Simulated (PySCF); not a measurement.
In(F)(Br)(OH) (BrFHInO), SMILES [F][In]([OH])[Br].

Geometry optimised at B3LYP-D3(BJ)/def2-SVP. The structure was generated by enumeration; whether it is a known compound was not checked. The def2 effective core potentials stand for the cores of In; spin–orbit coupling is left out. Other conformers were not sampled.

Level of theory: r2SCAN/def2-TZVP (PySCF).

Question: Estimate the frontier levels, gap, dipole moment and polarisability. (The exact figures need the calculation; the answer reports its results.)

Answer: 
```yaml
highest_occupied_level: -7.92 eV
lowest_empty_level: -3.62 eV
orbital_gap: 4.30 eV
dipole_moment: 1.10 D
quadrupole, principal values (traceless, Buckingham form, about the centre of nuclear charge): -12.90, 6.01, 6.89 D·Å
mean_static_polarisability: 57.0 bohr³ (8.44 Å³)
polarisability_principal_values: 40.6, 53.2, 77.1 bohr³
```
